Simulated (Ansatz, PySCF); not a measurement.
CaO, SMILES [O]=[Ca]. Atoms are numbered in the order given.

```xyz
2

Ca     0.0000     0.0000    -0.5163
O      0.0000     0.0000     1.2907
```
Charge 0, spin multiplicity 1.

Geometry optimised at PBE0-D3(BJ)/def2-TZVPD.

Vertical ionisation energy (IE) and electron affinity (EA) in eV. Rows of orbital energies are one-electron estimates. Where ΔSCF, EOM or ADC give a negative EA the extra electron is unbound and the value depends on the basis.

```json
[
 {"level": "−ε(HOMO), −ε(LUMO), HF/def2-TZVPD (PySCF)", "IE": "7.73", "EA": "0.59"},
 {"level": "−ε(HOMO), −ε(LUMO), B3LYP/def2-TZVPD (PySCF)", "IE": "4.72", "EA": "2.21"},
 {"level": "−ε(HOMO), −ε(LUMO), PBE/def2-TZVPD (PySCF)", "IE": "3.83", "EA": "2.44"},
 {"level": "ΔSCF, CAM-B3LYP/def2-TZVPD (Ansatz), final states of multiplicity 2 and 2", "IE": "6.87", "EA": "0.82"},
 {"level": "ΔSCF, PBE/def2-TZVPD (Ansatz), final states of multiplicity 2 and 2", "IE": "7.38", "EA": "0.71"}
]
```

What vertical singlet–triplet gap does ΔSCF give with CAM-B3LYP/def2-TZVPD (Ansatz, a first-principles code) and with PBE/def2-TZVPD (Ansatz)? (An estimate is asked for; the answer gives what the named calculation found.)

1.17 and 1.78 eV (triplet above singlet where positive).
